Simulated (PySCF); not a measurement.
# How the method changes the shape and vibrations of CClFH2Si

Calculated results; nothing here was measured. They come from PySCF 2.14.0, an open-source quantum chemistry program, on an isolated molecule that a program drew, which may never have been made. The molecule is CClFH2Si (charge 0, singlet), drawn as the SMILES string `C=[Si](F)Cl`.

The geometry was optimised and harmonic frequencies were computed with HF and MP2, all in the cc-pV(D+d)Z basis, for the commonest isotopes, with a restricted reference for singlets and an unrestricted one otherwise, and a frozen core in MP2. Each result is a local minimum of its method.

Geometry at the HF minimum:
```xyz
6
CClFH2Si, angstrom
C    -0.8032    0.2821    0.5190
Si   -2.4102    0.3987    0.9452
F    -3.3604   -0.8314    1.2872
Cl   -3.5114    2.0803    1.1263
H    -0.2257    1.1708    0.3014
H    -0.3030   -0.6751    0.4503
```

Lengths of the bonds as drawn, in Å (atoms numbered as above):
```
   bond     HF    MP2
 C1-Si2  1.667  1.689
 Si2-F3  1.592  1.616
Si2-Cl4  2.018  2.024
  C1-H5  1.082  1.093
  C1-H6  1.082  1.093
```

Rotational constants, in GHz:
```
constant     HF    MP2
       A  7.134  6.913
       B  3.581  3.543
       C  2.384  2.342
```

Harmonic frequencies in cm^-1, each column in rising order, so a row needn't be the same motion in every method:
| rank | HF | MP2 |
|---|---|---|
| 1 | 226 | 201 |
| 2 | 256 | 210 |
| 3 | 287 | 268 |
| 4 | 565 | 534 |
| 5 | 570 | 554 |
| 6 | 741 | 600 |
| 7 | 769 | 714 |
| 8 | 917 | 875 |
| 9 | 1149 | 1079 |
| 10 | 1474 | 1357 |
| 11 | 3316 | ? |
| 12 | 3421 | 3331 |

**Estimate the missing MP2 frequency from the HF column.**

A single factor s that minimises the squared misfit of MP2 against s times HF over the other rows is sum(HF x MP2) / sum(HF^2) = 0.9559, with an rms misfit of 43 cm^-1. For rank 11 it gives 0.9559 x 3316 = 3170 cm^-1. The calculation gives 3212 cm^-1, 42 cm^-1 above the estimate. The drawn bonds are on average 1.0 % longer in MP2 than in HF.
